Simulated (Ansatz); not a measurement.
Reaction (ligand exchange at the Si–S bond): `CS[SiH2][GeH3]` + `[NH2][AlH2]` → `[AlH2][NH][SiH2][GeH3]` + CH₃SH

Program: Ansatz. Geometries: PBE0-D4/def2-TZVP. ΔE: electronic, gas phase. CBS: MP2 limit from def2 TZ/QZ plus the TZ coupled-cluster correction, frozen cores. This one scheme is used for every species. Functionals use def2-TZVPP. B3LYP here is the variant with VWN-RPA as its local correlation; programs differ in this. HSE06 is defined as in plane-wave codes. For Ge outer-core shells are correlated without core-valence functions, which leaves a few kJ/mol of doubt a bond. Scalar relativity is left out up to krypton. One conformer a species, not always the lowest.

`CS[SiH2][GeH3]`:

Z-matrix (Å, degrees):
```
C
S 1 1.816
H 1 1.090 2 111.4
H 1 1.090 2 106.6 3 -118.6
H 1 1.090 2 111.0 3 122.9
Si 2 2.130 1 99.8 3 -62.5
Ge 6 2.383 2 112.1 1 64.4
H 6 1.491 2 110.4 1 -57.9
H 6 1.486 2 105.4 1 -175.8
H 7 1.537 6 110.3 2 63.6
H 7 1.539 6 111.0 2 -175.8
H 7 1.540 6 110.8 2 -56.1
```

`[NH2][AlH2]`:

Z-matrix (Å, degrees):
```
N
Al 1 1.766
H 1 1.007 2 124.9
H 1 1.007 2 124.9 3 180.0
H 2 1.583 1 117.9 3 -180.0
H 2 1.583 1 117.9 3 0.0
```

`[AlH2][NH][SiH2][GeH3]`:

Cartesian coordinates in Å:
```
Al -1.480 1.455 -1.651
N -0.150 1.116 -0.511
Si -0.164 0.152 0.925
Ge 1.343 -1.690 0.778
H -1.150 2.362 -2.905
H -2.897 0.829 -1.339
H 0.749 1.522 -0.737
H -1.551 -0.354 1.100
H 0.199 0.947 2.135
H 2.773 -1.195 0.484
H 0.940 -2.642 -0.363
H 1.389 -2.502 2.085
```

CH₃SH:

Cartesian coordinates in Å:
```
C -0.078 -0.472 -0.113
S 0.141 1.285 -0.473
H 0.810 -0.899 0.351
H -0.237 -0.961 -1.073
H -0.952 -0.646 0.514
H 0.317 1.693 0.793
```

```
             level  ΔE (kJ/mol)  difference from CCSD(T)/CBS
       LDA (SPW92)         14.5                          6.0
            PBE-D4         17.5                          9.0
         revPBE-D4         17.8                          9.3
         r2SCAN-D4         12.1                          3.6
            B97M-V         11.1                          2.6
           PBE0-D4         14.3                          5.8
          B3LYP-D4          8.2                         -0.3
        r2SCANh-D4         11.4                          2.9
          HSE06-D4         14.3                          5.8
          BHLYP-D4          4.5                         -4.0
      CAM-B3LYP-D4          3.9                         -4.6
           ωB97X-V          7.7                         -0.8
           ωB97M-V          7.6                         -0.9
          PBE-QIDH          9.6                          1.1
               PBE         15.7                          7.2
            revPBE         15.3                          6.8
              BLYP          6.9                         -1.6
            r2SCAN         11.7                          3.2
              PBE0         12.7                          4.2
             B3LYP          5.2                         -3.3
           r2SCANh         11.0                          2.5
           r2SCAN0         10.0                          1.5
             HSE06         12.8                          4.3
             BHLYP          1.7                         -6.8
         CAM-B3LYP          2.2                         -6.3
           LC-ωPBE          8.2                         -0.3
RPA@PBE/def2-TZVPP          0.5                         -8.0
       HF/def2-SVP         -5.7                        -14.2
      MP2/def2-SVP          3.9                         -4.6
     CCSD/def2-SVP          0.3                         -8.2
  CCSD(T)/def2-SVP          1.7                         -6.8
    MP2/def2-TZVPP          8.0                         -0.5
SCS-MP2/def2-TZVPP          3.5                         -5.0
   CCSD/def2-TZVPP          2.2                         -6.3
CCSD(T)/def2-TZVPP          4.4                         -4.1
     HF/def2-QZVPP         -5.4                        -13.9
    MP2/def2-QZVPP         10.0                          1.5
SCS-MP2/def2-QZVPP          5.5                         -3.0
     MP2/CBS(def2)         12.1                          3.6
    CCSD/CBS(def2)          6.2                         -2.3
       CCSD(T)/CBS          8.5                            0
```

**Question.** What do rigid-rotor, harmonic-oscillator terms from PBE0-D4/def2-TZVP frequencies (298.15 K, 1 bar) make of the CCSD(T)/CBS value? (An estimate is asked.)

**Answer.** Ansatz gave: ΔZPE = -5.1 kJ/mol, ΔH = +2.9 kJ/mol, ΔS = 4 J/(mol·K), ΔG = +1.7 kJ/mol. Modes under 50 cm⁻¹ make the entropy rough.

Largest T1 diagnostic among the species: 0.012.

From BLYP to BHLYP (50 % exact exchange), in def2-TZVPP and without D4, ΔE moves by −5.2 kJ/mol. At CCSD(T), def2-SVP lies −6.8 kJ/mol from the extrapolated value and def2-TZVPP −4.0 kJ/mol.
